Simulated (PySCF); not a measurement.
PBE0 on W⁻ (tungsten, charge -1), [Xe] 4f14 5d5 6s2, high-spin 6S determinant. Computed with PySCF 2.14 in aug-cc-pVQZ-PP with ECP60MDF (7s7p6d4f3g2h, 135 functions), with scalar relativity through the core potential.

```
cycle= 1 E= -67.3222232452037  delta_E= -0.0157  |g|= 0.0288  |ddm|= 1.35
cycle= 2 E= -67.3240583355021  delta_E= -0.00184  |g|= 0.0378  |ddm|= 0.32
cycle= 3 E= -67.3250939899266  delta_E= -0.00104  |g|= 0.00652  |ddm|= 0.136
cycle= 4 E= -67.3253872598057  delta_E= -0.000293  |g|= 0.00104  |ddm|= 0.184
cycle= 5 E= -67.3253960690531  delta_E= -8.81e-06  |g|= 0.000122  |ddm|= 0.0265
cycle= 6 E= -67.3253961547899  delta_E= -8.57e-08  |g|= 7.46e-06  |ddm|= 0.00223
cycle= 7 E= -67.3253961549933  delta_E= -2.03e-10  |g|= 7.68e-07  |ddm|= 0.000164
converged SCF energy = -67.3253961549933  <S^2> = 8.8435506  2S+1 = 6.0311029
```

Highest occupied orbital energy: 0.656 eV; ⟨L²⟩ = 0.00; populations by l: s 4.00, p 6.00, d 5.00, f 0.00.

(1) Can this result be used?

Results:

(1) With care. The run converged. Energies and moments cover only the electrons outside the core potential. Spin-orbit coupling, which splits the p, d and f shells strongly at this Z, is absent. ⟨S²⟩ = 8.84 against 8.75 shows spin contamination. At PBE0 the highest occupied level has a positive energy, so only the finite basis holds that electron; in a semilocal or global hybrid functional this comes from self-interaction and does not mean that the real anion is unbound.
